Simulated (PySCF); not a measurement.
benzene (C6H6), singlet, geometry from GFN2-xTB; BLYP/3-21G run with PySCF.

Input for PySCF:
```python
from pyscf import gto, scf, dft

mol = gto.M(
    atom='''
C    -0.000731    1.384546    0.010221
C     1.198719    0.692906    0.005108
C     1.199450   -0.691639   -0.005114
C     0.000731   -1.384546   -0.010221
C    -1.198719   -0.692906   -0.005108
C    -1.199450    0.691639    0.005114
H    -0.001302    2.464982    0.018198
H     2.134144    1.233619    0.009093
H     2.135446   -1.231363   -0.009104
H     0.001302   -2.464982   -0.018198
H    -2.134144   -1.233619   -0.009093
H    -2.135446    1.231363    0.009104
''',
    basis='3-21g',
    charge=0,
    spin=0,
    verbose=3,
)

mf = dft.RKS(mol)
mf.xc = 'blyp'
mf.kernel()
mf.analyze()
```

Output, abridged:

```
converged SCF energy = -230.855479339418
**** MO energy ****
MO #1   energy= -9.85677062925668  occ= 2
MO #2   energy= -9.85599416682952  occ= 2
MO #3   energy= -9.85599339791677  occ= 2
MO #4   energy= -9.85464302666126  occ= 2
MO #5   energy= -9.85464225520187  occ= 2
MO #6   energy= -9.85348038172098  occ= 2
MO #7   energy= -0.772323323576821 occ= 2
MO #8   energy= -0.667064050064121 occ= 2
MO #9   energy= -0.667063835535857 occ= 2
MO #10  energy= -0.535965279383232 occ= 2
MO #11  energy= -0.535964647029341 occ= 2
MO #12  energy= -0.469128246359072 occ= 2
MO #13  energy= -0.398999315041355 occ= 2
MO #14  energy= -0.396868341639078 occ= 2
MO #15  energy= -0.370996370448919 occ= 2
MO #16  energy= -0.37099606853326  occ= 2
MO #17  energy= -0.319149733844391 occ= 2
MO #18  energy= -0.294273287913599 occ= 2
MO #19  energy= -0.294272950429722 occ= 2
MO #20  energy= -0.214470083034987 occ= 2
MO #21  energy= -0.214469103520808 occ= 2
MO #22  energy= -0.0122195907498469 occ= 0
MO #23  energy= -0.0122174968523952 occ= 0
MO #24  energy= 0.0836265366875568 occ= 0
MO #25  energy= 0.136240953588685  occ= 0
MO #26  energy= 0.13885559231068   occ= 0
MO #27  energy= 0.138856939903457  occ= 0
MO #28  energy= 0.183190357547841  occ= 0
MO #29  energy= 0.183192456451444  occ= 0
 ** Mulliken atomic charges  **
charge of    0C =     -0.10149
charge of    1C =     -0.10149
charge of    2C =     -0.10149
charge of    3C =     -0.10149
charge of    4C =     -0.10149
charge of    5C =     -0.10149
charge of    6H =      0.10149
charge of    7H =      0.10148
charge of    8H =      0.10148
charge of    9H =      0.10149
charge of   10H =      0.10148
charge of   11H =      0.10148
Dipole moment(X, Y, Z, Debye):  0.00000,  0.00000,  0.00000
```
